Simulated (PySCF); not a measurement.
Species: 3-sulfolene, C4H6O2S.
Numbering: `[O:1]=[S:2]1(=[O:3])[CH2:4][CH:5]=[CH:6][CH2:7]1` (hydrogens: H8, H9 on C4; H10 on C5; H11 on C6; H12, H13 on C7)

The geometry is computed with GFN2-xTB (gas phase).

(1) What internal coordinates does the optimisation give?

## Answers

(1) 
| bond | length (bohr) | order |
| --- | --- | --- |
| O1=S2, S2=O3 | 2.712 | double |
| S2–C4, S2–C7 | 3.470 | single |
| C4–C5, C6–C7 | 2.799 | single |
| C5=C6 | 2.508 | double |
| C4–H8 and 3 like bonds | 2.053 | single |
| C5–H10, C6–H11 | 2.038 | single |

Bonds in one row agree within 0.02 bohr and their mean is given. Orders are formal, as drawn. A selection of angles:
| angle | degrees |
| --- | --- |
| O1–S2–O3 | 117.5 |
| O1–S2–C4 | 110.0 |
| O3–S2–C4 | 111.3 |
| C4–S2–C7 | 94.5 |
| S2–C4–C5 | 101.0 |
| S2–C4–H8 | 106.0 |
| S2–C4–H9 | 111.1 |
| C5–C4–H8 | 113.9 |
| H8–C4–H9 | 110.5 |
| C4–C5–C6 | 117.5 |
| C4–C5–H10 | 119.7 |
| C6–C5–H10 | 122.7 |

Dihedral angles: O1–S2–C4–C5 -88° (synclinal); S2–C4–C5–C6 -19° (synperiplanar); C4–C5–C6–C7 0° (synperiplanar); C5–C6–C7–S2 19° (synperiplanar); O1–S2–C7–C6 88° (synclinal).

The 3 C–C bonds span 1.327 Å (C5=C6, drawn double) to 1.481 Å (C4–C5, drawn single), a spread of 0.154 Å. The 5-membered ring S2–C4–C5–C6–C7 has internal angles of 94.5° to 117.5°; it is puckered, 0.15 Å rms from its mean plane, widest ring torsion 25°. S2 (sulfonyl sulfur) has angles from 94.5° to 117.5°.

Point group: Cs (tolerance 0.08 Å). No frequency check. The numbers are those of one conformer.
